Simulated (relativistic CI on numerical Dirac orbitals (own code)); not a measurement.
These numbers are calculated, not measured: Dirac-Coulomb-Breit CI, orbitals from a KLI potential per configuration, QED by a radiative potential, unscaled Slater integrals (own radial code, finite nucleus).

The strongest absorption lines from the ground level of an ion, among the configurations computed and to levels below about 322 eV (vacuum wavelength in nm, gf): 4.8397 (9.6e-07), 6.4840 (0.17), 6.5934 (0.048), 8.5311 (2.1e-05), 8.9948 (1.7e-06), 9.2789 (0.00015), 27.416 (1.4), 39.998 (0.036).

Question: Which ion is it?
A. In XX
B. Rh XVI
C. Tc XIV
D. Rh XVIII

Answer: B. Rh XVI has 30 electrons and the ground level 4s2 1S_0; the strongest line goes to 4s 4p 1P°_1. The pattern of lines fixes the number of electrons, and along that sequence the line energies rise steadily with the charge (about as its square where n changes within one kind of shell, about linearly where n is kept but much faster in heavy ions where fine structure, which grows about as Z⁴, sets the gap, and irregularly where shells cross), which fixes Z. Configurations outside the model, such as inner-shell arrays, can give stronger lines. At this charge energies of transitions that change n are usually good to better than 1 %, and those within a shell (Δn = 0) to a few per cent.

LS names give the leading component of a level, which can be under half, so a name can repeat, a term be missing and a line seem to break the LS rules.
